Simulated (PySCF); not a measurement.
## A ladder for the ionisation energy of Pb

Pb [Xe] 4f14 5d10 6s2 6p2 (3P) → Pb⁺ [Xe] 4f14 5d10 6s2 6p1 (2P). Scalar values calculated with PySCF 2.14 in aug-cc-pwCVTZ-PP with ECP60MDF (ECP; valence: 5s2 5p6 5d10 frozen; valence and next inner shell: nothing frozen). The spin-orbit shift comes from two-component X2C-1e calculations (generalised Hartree-Fock, GHF, and MP2 on its spinors, GMP2) in x2c-TZVPall-2c with one added diffuse shell each of s, p, d, f type: GMP2 gives 6.987 eV without and 7.146 eV with screened spin-orbit coupling, a shift of 0.159 eV (GHF: -0.065 eV). Sums use unrounded values; where a UHF row is shifted, it takes the GHF shift.

```
                                method  scalar (eV)  plus spin-orbit shift (eV)  error (eV)
                                   UHF        6.563                       6.498      -0.919
                                   LDA        7.158                       7.317      -0.099
                                   PBE        6.978                       7.137      -0.280
                                  PBE0        7.014                       7.173      -0.244
                                r2SCAN        7.096                       7.255      -0.162
                                 TPSSh        6.939                       7.098      -0.319
                               wB97M-V        6.932                       7.092      -0.325
                                 B97-3        6.789                       6.949      -0.468
                               r2SCANh        7.109                       7.268      -0.148
                         MP2 (valence)        6.833                       6.992      -0.424
                     SCS-MP2 (valence)        6.769                       6.928      -0.488
    MP2 (valence and next inner shell)        6.997                       7.157      -0.260
SCS-MP2 (valence and next inner shell)        6.865                       7.025      -0.392
                        CCSD (valence)        6.867                       7.026      -0.390
                     CCSD(T) (valence)        6.887                       7.046      -0.370
```

Reference: 7.417 eV (measured; NIST Atomic Spectra Database, ionization energies).

The errors of the correlated levels include the incompleteness of the basis and the frozen core, so a lower level can come closer by cancellation.

The GHF and GMP2 shifts differ by 0.224 eV: spin-orbit coupling and correlation are not additive here, and the shift is the weak step of the composite.
